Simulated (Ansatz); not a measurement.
Calculated with Ansatz (gas phase, PBE0-D4/def2-TZVP geometries, no zero-point term in ΔE). CBS: MP2 limit from def2 TZ/QZ plus the TZ coupled-cluster correction, frozen cores. Functionals use def2-TZVPP. For Ga outer-core shells are correlated without core-valence functions, which leaves a few kJ/mol of doubt a bond. Scalar relativity is left out up to krypton. One conformer a species, not always the lowest.

Consider the substitution at a C–C bond: `C[CH](F)[GaH][NH2]` + `CB(N)S` → `CSB(C)N` + `[NH2][GaH][CH2]F`.

`C[CH](F)[GaH][NH2]`:

Z-matrix (Å, degrees):
```
C
C 1 1.511
H 1 1.094 2 109.9
H 1 1.094 2 110.9 3 -119.5
H 1 1.093 2 111.7 3 119.9
F 2 1.406 1 108.6 3 176.9
Ga 2 1.998 1 114.9 3 -62.2
H 2 1.097 1 109.1 3 61.8
N 7 1.809 2 114.3 1 -118.1
H 7 1.563 2 126.5 1 61.1
H 9 1.005 7 125.5 2 179.7
H 9 1.006 7 122.0 2 -1.5
```

`CB(N)S`:

Z-matrix (Å, degrees):
```
C
B 1 1.572
H 1 1.094 2 111.1
H 1 1.093 2 112.6 3 -121.0
H 1 1.094 2 111.0 3 118.0
N 2 1.397 1 121.6 3 121.6
S 2 1.828 1 116.8 3 -58.4
H 6 1.005 2 124.6 1 179.9
H 6 1.005 2 121.6 1 -0.1
H 7 1.343 2 98.6 1 -179.9
```

`CSB(C)N`:

Z-matrix (Å, degrees):
```
C
S 1 1.806
H 1 1.089 2 111.3
H 1 1.089 2 111.4 3 -122.8
H 1 1.090 2 106.9 3 118.6
B 2 1.823 1 103.7 3 61.5
N 6 1.400 2 116.4 1 -179.9
C 6 1.572 2 122.5 1 0.1
H 7 1.005 6 124.0 2 0.0
H 7 1.005 6 122.1 2 -180.0
H 8 1.093 6 112.3 2 -179.9
H 8 1.094 6 111.4 2 -59.1
H 8 1.094 6 111.4 2 59.3
```

`[NH2][GaH][CH2]F`:

Cartesian coordinates in Å:
```
N 1.363 -1.193 0.050
Ga 0.585 0.412 -0.294
C -1.346 0.568 0.159
F -1.835 1.837 -0.145
H 0.894 -1.989 0.446
H 2.331 -1.391 -0.138
H 1.474 1.533 -0.912
H -1.520 0.388 1.226
H -1.945 -0.164 -0.393
```

```tsv
level	ΔE (kJ/mol)	difference from CCSD(T)/CBS
PBE-D4	23.8	-2.3
r2SCAN-D4	26.2	0.1
PBE0-D4	24.0	-2.1
ωB97X-V	25.0	-1.1
ωB97M-V	25.2	-0.9
B2PLYP	25.1	-1.0
PBE	24.1	-2.0
r2SCAN	26.4	0.3
PBE0	24.3	-1.8
SCS-MP2/def2-TZVPP	25.1	-1.0
CCSD/def2-TZVPP	28.0	1.9
HF/def2-QZVPP	24.6	-1.5
SCS-MP2/def2-QZVPP	23.9	-2.2
HF/CBS(def2)	24.5	-1.6
MP2/CBS(def2)	23.9	-2.2
CCSD/CBS(def2)	26.6	0.5
CCSD(T)/CBS	26.1	0
```

Largest T1 diagnostic among the species: 0.013.
